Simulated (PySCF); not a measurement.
Cartesian coordinates in Å; atom numbers follow the order of the lines, from 1:
```xyz
21

C     3.7022   -0.0071    0.5501
C     2.9205    0.3660   -0.6534
C     1.5888    0.3902   -0.8449
P     0.3357   -0.0303    0.3426
C    -0.6491   -1.4202   -0.1654
C    -1.9791   -1.3136   -0.3051
C    -2.8089   -0.1026   -0.0653
C    -2.1240    1.1392    0.3848
C    -0.8103    1.3040    0.6006
H     4.3523    0.8337    0.8424
H     3.0994   -0.2989    1.4194
H     4.3821   -0.8386    0.3022
H     3.5237    0.6664   -1.5200
H     1.1783    0.6919   -1.8150
H     0.9861   -0.3346    1.5592
H    -0.1268   -2.3576   -0.3772
H    -2.5280   -2.2034   -0.6344
H    -3.3769    0.1233   -0.9888
H    -3.6074   -0.3537    0.6589
H    -2.7774    2.0038    0.5487
H    -0.4003    2.2653    0.9234
```

Total charge +1.

Geometry: PBE0-D3(BJ)/def2-SVP; GIAO shifts from PySCF 2.14.0 with density-fitted response routines, gas phase, non-relativistic, averaged over equivalent atoms.

At PBE0/pcSseg-1 (220 basis functions, 75 s wall time on 1 thread of an Arm Neoverse N1, shared host):
```csv
atoms,δ (ppm)
C2,174.5
C6/C8,166.8
C3,109.8
C5/C9,106.6
C7,33.3
C1,19.8
P4,-85.4
H17/H20,7.75
H13,7.63
H15,7.52
H16/H21,6.10
H14,5.62
H19,3.61
H18,3.56
H10/H11/H12,2.41
```

δ = σ(ref) − σ, references computed at the same level: 13C (σref 184.41), 1H (σref 31.27) against TMS; 31P (σref 310.13) against H3PO4.

Q: Predict the values at B97-2/pcSseg-1 on the same geometry.

A: 
```tsv
atoms	δ at B97-2/pcSseg-1	change
C2	170.4	-4.1
C6/C8	163.0	-3.8
C3	107.0	-2.8
C5/C9	104.1	-2.5
C7	32.9	-0.4
C1	19.8	+0.0
P4	-80.0	+5.4
H17/H20	7.68	-0.07
H13	7.57	-0.06
H15	7.46	-0.06
H16/H21	6.03	-0.07
H14	5.56	-0.06
H19	3.61	+0.00
H18	3.56	+0.00
H10/H11/H12	2.41	+0.00
```

Scale: 13C (183.69 ppm) and 1H (31.38 ppm) against TMS; 31P (316.18 ppm) vs H3PO4 (reference shieldings calculated alike).

The largest change is at P4 (phosphorus bonded to 3 C, H, in a 6-membered ring). Cost: 220 basis functions, 69 s wall time on 1 thread of an Arm Neoverse N1, shared host. The order of the carbon signals is the same at both levels.

Experimental scales use liquid or dissolved standards, which lie at an offset from isolated H3PO4.
